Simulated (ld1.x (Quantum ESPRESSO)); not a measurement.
# Before and after: RRKJ potential for vanadium (V)

V, norm-conserving RRKJ (Kleinman–Bylander form), made with ld1.x (Quantum ESPRESSO) 7.5 (LDA (PZ), fully relativistic). Core [Ne], reference 3s2 3p6 3d3 4s0 4p0 (charge +2). Waves: 3s (bound): rc 1.35 bohr; 3p (bound): rc 1.65 bohr; 3d (bound): rc 1.55 bohr. Local part: the d channel. Core correction: Bessel-smoothed model core, default radius (core density twice the valence density).

Open shells are filled in proportion to 2j + 1 (rel_dist='average').

Change: wave 3d (bound): rc 1.55 bohr becomes 3d (bound): rc 2.40 bohr.

Cutoffs: the cutoffs (Ry, on a coarse ladder) from which the occupation-weighted sum of valence levels, in a spherical-Bessel basis at the reference potential, stays within 10 and 1 mRy of its value at 400 Ry; they do not see the model core or the augmentation charge, which bear on the density cutoff. Errors are all-electron minus pseudo energies relative to the spin-unpolarised reference configuration.

How do hardness, ghosts and transferability respond?

The potential gets softer (90 Ry and 100 Ry → 55 Ry and 90 Ry); of the 7 tests that both files solve, the error grows in 5 and shrinks in 2 by more than 15 % and 0.3 meV (median size 138.2 → 187.1 meV); neither file shows a bound ghost. A larger radius leaves more room for a smooth pseudo-wave, so fewer plane waves are needed.

| quantity | base | changed |
| --- | --- | --- |
| cutoff, loose | 90 Ry | 55 Ry |
| cutoff, tight | 100 Ry | 90 Ry |
| loose cutoff by channel (10 mRy a level) | s 50 Ry, p 35 Ry, d 80 Ry | s 50 Ry, p 35 Ry, d 40 Ry |
| bound ghosts | none | none |
| error for 3s2 3p6 3d3 4s2 4p0, meV [ΔE -22.49 eV] | +134 | -159 |
| error for 3s2 3p6 3d3 4s1 4p0, meV [ΔE -14.55 eV] | +100 | +28 |
| error for 3s2 3p6 3d2 4s0 4p0, meV [ΔE 29.16 eV] | +11 | +150 |
| error for 3s2 3p6 3d3 4s0 4p2, meV [ΔE -15.49 eV] | -138 | -844 |
| error for 3s2 3p6 3d2 4s2 4p1, meV [ΔE -16.58 eV] | +239 | +187 |
| error for 3s2 3p5 3d3 4s2 4p0, meV [ΔE 28.40 eV] | +452 | +1127 |
| error for 3s2 3p6 3d2 4s2 4p0, meV [ΔE -11.27 eV] | +399 | +877 |
